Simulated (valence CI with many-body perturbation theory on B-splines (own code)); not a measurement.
# Energy levels of Br²⁸⁺

Calculated by configuration interaction combined with many-body perturbation theory (CI+MBPT): five valence electrons over a frozen Dirac-Fock core [He], radial functions for each j: 11 s, 11 p, 10 d, 8 f, 5 g, 2 h, with the one-electron correlation potential Σ1, the two-electron term Σ2, the three-electron term Σ3, Breit, model QED; selected CI, second order for the rest, scaled by the run's own slope (own B-spline code, finite nucleus).

No measured spectrum was set against this ion. As an estimate, large intervals hold to a few tenths of a per cent, small ones and those within an open d or f shell to about a per cent. Among the levels kept, up to 5300 cm⁻¹ of a level comes from second order outside the variational space, and about a tenth of that is noise between levels of different J, which matters for small intervals.

Levels 46 to 90 of 209, with energies above the lowest level, (2s^2 2p1/2^2 2p3/2) J=3/2. "Leading %" is the weight of the configuration and term that name the level; weights of strongly mixed levels are sums over their largest components and can fall short. In the jj column 3d3/2^4 stands for four electrons in 3d with j = 3/2.

| No. | Configuration | Term | J | E (eV) | Leading % | Leading jj | Second component |
| --- | --- | --- | --- | --- | --- | --- | --- |
| 46 | 2s2 2p2 3d | 2F | 5/2 | 1912.7 | 43 | 2s^2 2p1/2 2p3/2 3d5/2 (84 %) | 39 % 2s2 2p2 3d 4P |
| 47 | 2s2 2p2 3d | 4D | 3/2 | 1912.9 | 43 | 2s^2 2p1/2 2p3/2 3d5/2 (86 %) | 25 % 2s2 2p2 3d 2P |
| 48 | 2s2 2p2 3p | 2D° | 5/2 | 1914.3 | 58 | 2s^2 2p3/2^2 3p1/2 (87 %) | 19 % 2s2 2p2 3p 2F° |
| 49 | 2s2 2p2 3d | 4F | 9/2 | 1916.1 | 56 | 2s^2 2p1/2 2p3/2 3d5/2 (94 %) | 43 % 2s2 2p2 3d 2G |
| 50 | 2s 2p3 3s | 4S° | 3/2 | 1917.3 | 54 | 2s 2p1/2^2 2p3/2 3s (61 %) | 14 % 2s 2p3 3s 2P° |
| 51 | 2s2 2p2 3p | 2D° | 5/2 | 1917.5 | 52 | 2s^2 2p3/2^2 3p3/2 (93 %) | 26 % 2s2 2p2 3p 4P° |
| 52 | 2s2 2p2 3p | 2P° | 1/2 | 1918.7 | 68 | 2s^2 2p3/2^2 3p3/2 (84 %) | 21 % 2s2 2p2 3p 2S° |
| 53 | 2s2 2p2 3p | 2F° | 7/2 | 1918.9 | 54 | 2s^2 2p3/2^2 3p3/2 (92 %) | 43 % 2s2 2p2 3p 4D° |
| 54 | 2s2 2p2 3d | 4D | 5/2 | 1920.3 | 39 | 2s^2 2p1/2 2p3/2 3d3/2 (51 %) | 33 % 2s2 2p2 3d 2D |
| 55 | 2s2 2p2 3d | 4P | 3/2 | 1922.1 | 48 | 2s^2 2p1/2 2p3/2 3d3/2 (81 %) | 24 % 2s2 2p2 3d 2P |
| 56 | 2s2 2p2 3d | 4P | 1/2 | 1924.0 | 57 | 2s^2 2p1/2 2p3/2 3d3/2 (86 %) | 26 % 2s2 2p2 3d 2S |
| 57 | 2s2 2p2 3d | 2D | 5/2 | 1927.6 | 60 | 2s^2 2p1/2 2p3/2 3d5/2 (62 %) | 30 % 2s2 2p2 3d 2F |
| 58 | 2s2 2p2 3d | 2F | 7/2 | 1928.5 | 46 | 2s^2 2p1/2 2p3/2 3d5/2 (75 %) | 36 % 2s2 2p2 3d 2G |
| 59 | 2s2 2p2 3d | 2D | 3/2 | 1929.5 | 74 | 2s^2 2p1/2 2p3/2 3d5/2 (90 %) | 16 % 2s2 2p2 3d 2P |
| 60 | 2s2 2p2 3d | 2P | 1/2 | 1929.7 | 78 | 2s^2 2p1/2 2p3/2 3d5/2 (81 %) | 13 % 2s2 2p2 3d 2S |
| 61 | 2s2 2p2 3p | 2P° | 1/2 | 1936.4 | 87 | 2s^2 2p3/2^2 3p1/2 (89 %) | 6 % 2s2 2p2 3p 4D° |
| 62 | 2s2 2p2 3p | 2P° | 3/2 | 1937.5 | 64 | 2s^2 2p3/2^2 3p3/2 (85 %) | 11 % 2s2 2p2 3p 2D° |
| 63 | 2s 2p3 3p | 6P | 3/2 | 1939.7 | 70 | 2s 2p1/2^2 2p3/2 3p1/2 (65 %) | 15 % 2s 2p3 3p 4P |
| 64 | 2s 2p3 3p | 6P | 5/2 | 1941.2 | 57 | 2s 2p1/2^2 2p3/2 3p1/2 (60 %) | 25 % 2s 2p3 3p 4P |
| 65 | 2s 2p3 3s | 4D° | 1/2 | 1946.9 | 64 | 2s 2p1/2^2 2p3/2 3s (78 %) | 20 % 2s 2p3 3s 2P° |
| 66 | 2s2 2p2 3p | 2P° | 3/2 | 1947.0 | 66 | 2s^2 2p3/2^2 3p3/2 (91 %) | 17 % 2s2 2p2 3p 2D° |
| 67 | 2s 2p3 3s | 4D° | 3/2 | 1949.6 | 40 | 2s 2p1/2^2 2p3/2 3s (66 %) | 18 % 2s 2p3 3s 4P° |
| 68 | 2s 2p3 3p | 6P | 7/2 | 1952.6 | 78 | 2s 2p1/2^2 2p3/2 3p3/2 (65 %) | 18 % 2s 2p3 3p 4D |
| 69 | 2s 2p3 3s | 4D° | 5/2 | 1956.9 | 59 | 2s 2p1/2 2p3/2^2 3s (72 %) | 18 % 2s 2p3 3s 4P° |
| 70 | 2s 2p3 3p | 4P | 3/2 | 1960.2 | 64 | 2s 2p1/2^2 2p3/2 3p3/2 (72 %) | 13 % 2s 2p3 3p 2P |
| 71 | 2s 2p3 3p | 4P | 5/2 | 1963.9 | 56 | 2s 2p1/2^2 2p3/2 3p3/2 (53 %) | 23 % 2s 2p3 3p 6P |
| 72 | 2s2 2p2 3d | 2F | 7/2 | 1964.0 | 54 | 2s^2 2p3/2^2 3d5/2 (95 %) | 33 % 2s2 2p2 3d 4D |
| 73 | 2s 2p3 3p | 4P | 1/2 | 1965.3 | 69 | 2s 2p1/2^2 2p3/2 3p3/2 (56 %) | 7 % 2s 2p3 3p 2P |
| 74 | 2s2 2p2 3d | 2G | 9/2 | 1966.3 | 56 | 2s^2 2p3/2^2 3d5/2 (93 %) | 42 % 2s2 2p2 3d 4F |
| 75 | 2s 2p3 3s | 2D° | 3/2 | 1966.7 | 46 | 2s 2p1/2 2p3/2^2 3s (71 %) | 18 % 2s 2p3 3s 4D° |
| 76 | 2s2 2p2 3d | 2D | 3/2 | 1967.7 | 51 | 2s^2 2p3/2^2 3d3/2 (91 %) | 16 % 2s2 2p2 3d 4P |
| 77 | 2s2 2p2 3d | 2D | 5/2 | 1968.0 | 36 | 2s^2 2p3/2^2 3d3/2 (76 %) | 20 % 2s2 2p2 3d 4D |
| 78 | 2s2 2p2 3d | 2P | 1/2 | 1968.2 | 68 | 2s^2 2p3/2^2 3d3/2 (41 %) | 9 % 2s2 2p2 3d 4D |
| 79 | 2s 2p3 3s | 4D° | 7/2 | 1970.9 | 97 | 2s 2p1/2 2p3/2^2 3s (97 %) |  |
| 80 | 2s2 2p2 3d | 2F | 7/2 | 1971.8 | 51 | 2s^2 2p3/2^2 3d3/2 (92 %) | 33 % 2s2 2p2 3d 2G |
| 81 | 2s2 2p2 3d | 2S | 1/2 | 1976.6 | 56 | 2s^2 2p3/2^2 3d5/2 (45 %) | 28 % 2s2 2p2 3d 4P |
| 82 | 2s2 2p2 3d | 2P | 3/2 | 1980.1 | 61 | 2s^2 2p3/2^2 3d5/2 (80 %) | 13 % 2s2 2p2 3d 4P |
| 83 | 2s 2p3 3s | 2D° | 5/2 | 1980.9 | 78 | 2s 2p1/2 2p3/2^2 3s (95 %) | 17 % 2s 2p3 3s 4D° |
| 84 | 2s2 2p2 3d | 2D | 5/2 | 1982.0 | 63 | 2s^2 2p3/2^2 3d5/2 (84 %) | 26 % 2s2 2p2 3d 2F |
| 85 | 2s 2p3 3p | 4D | 1/2 | 1983.7 | 45 | 2s 2p1/2^2 2p3/2 3p1/2 (74 %) | 28 % 2s 2p3 3p 2P |
| 86 | 2s 2p3 3p | 4F | 3/2 | 1984.9 | 44 | 2s 2p1/2^2 2p3/2 3p1/2 (78 %) | 17 % 2s 2p3 3p 2D |
| 87 | 2s 2p3 3s | 4P° | 1/2 | 1992.9 | 86 | 2s 2p1/2 2p3/2^2 3s (96 %) | 6 % 2s 2p3 3s 4D° |
| 88 | 2s 2p3 3p | 4D | 3/2 | 1993.9 | 41 | 2s 2p1/2 2p3/2^2 3p1/2 (72 %) | 15 % 2s 2p3 3p 2P |
| 89 | 2s 2p3 3d | 6D° | 5/2 | 1994.5 | 74 | 2s 2p1/2^2 2p3/2 3d3/2 (56 %) | 14 % 2s 2p3 3d 4D° |
| 90 | 2s 2p3 3d | 6D° | 1/2 | 1994.7 | 80 | 2s 2p1/2^2 2p3/2 3d3/2 (62 %) | 15 % 2s 2p3 3d 4P° |
